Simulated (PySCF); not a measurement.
Vertical excitations of a molecule CH8OSi2 from TDA-PBE/def2-SVPD in PySCF 2.14.0, as energy in eV (oscillator strength): 6.32 (0.000), 6.48 (0.000), 7.06 (0.009), 7.28 (0.034), 7.31 (0.055), 7.35 (0.001), 7.37 (0.000), 7.47 (0.078), 7.60 (0.002), 7.80 (0.049). Lowest triplet (TDA): 6.07 eV. The structure is a stationary point at PBE0-D3(BJ)/def2-SVP. Other conformers were not sampled.

Question: Which molecule gave these data?
A) C[SiH2]O[SiH3]
B) [SiH3]CO[SiH3]
C) C[SiH2][SiH2]O
D) OC([SiH3])[SiH3]

Answer: A, C[SiH2]O[SiH3]
